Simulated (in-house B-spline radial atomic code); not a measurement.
# Ionising Eu with different functionals

Computed with a radial B-spline atomic code at the basis-set limit: scalar-relativistic (spin-free X2C) Hamiltonian, Fermi nucleus of rms radius 5.1115 fm, spin-polarised at highest spin, spherical fractional occupations for the functionals, and exact exchange of hybrids averaged over the configuration. The ionisation energy is the difference of two self-consistent energies, [Xe] 4f7 6s2 → [Xe] 4f7 6s1, without Breit or QED terms; ε is the level of the shell that loses the electron (its least bound occupied spin orbital). There is no spin-orbit coupling in this Hamiltonian.

```tsv
method	rung	ΔSCF (eV)	-ε(6s) (eV)
PBE0	global hybrid	5.51	3.96
B3LYP	global hybrid	5.70	3.88
TPSSh	global hybrid	5.45	3.64
BHandHLYP	global hybrid	5.49	4.35
r2SCAN0	global hybrid	5.30	3.95
B97-1	global hybrid	5.77	3.82
HSE06	range-separated hybrid	5.52	3.64
wB97X	range-separated hybrid	5.84	5.54
CAM-B3LYP	range-separated hybrid	5.63	4.77
LC-wPBE	range-separated hybrid	5.33	5.49
```

Task: Among the functionals, which spreads more, the ΔSCF values or the orbital energies?

Result: The orbital energies: ΔSCF values span about 0.53 eV and the orbital energies 1.90 eV.

Task: How do they compare with the NIST value?

Result: NIST lists 5.670 eV (measured, ground level to ground level). Errors run from -0.37 to +0.16 eV; B3LYP is closest (+0.03 eV), but part of that can be cancellation, since the calculations leave out spin-orbit coupling, Breit-QED terms, multiplet and fine-structure energies.
